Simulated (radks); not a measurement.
Results of a calculation; reference values are marked as such.
All-electron atom: Tm37+ in [Ar] 3d10 4s2 4p2 (the NIST ground configuration). Level of theory: Dirac Kohn-Sham, exchange-only PBE, spin-unpolarised, spherical densities, finite nucleus; open shells fill j = l - 1/2 first; Fermi nuclear charge, rms radius 5.2256 fm (a radial shooting solver on a logarithmic mesh with Libxc functionals).

Radial electron density D(r) = 4 pi r^2 rho(r):

```
   r/bohr * D(r) (the largest magnitude, 121, reaches the edge; | marks zero)
 0.002422 |         *
 0.003104 |             *
 0.003946 |                  *
 0.005016 |                        *
 0.006377 |                              *
 0.008106 |                                    *
  0.01031 |                                         *
   0.0131 |                                           *
  0.01665 |                                          *
  0.02117 |                                       *
  0.02691 |                                     *
  0.03449 |                                        *
  0.04384 |                                               *
  0.05574 |                                                      *
  0.07085 |                                                     *
  0.09007 |                                             *
   0.1145 |                                        *
   0.1456 |                                            *
   0.1851 |                                              *
   0.2352 |                                  *
   0.2991 |                 *
   0.3802 |         *
   0.4872 |     *
   0.6193 | *
   0.7873 *
    1.001 *
    1.272 *
```

D(r) has 3 maxima, at r = 0.0137, 0.0614, 0.172 bohr, and minima at 0.0269, 0.115 bohr, inside which lie 2.03, 11.16 electrons.
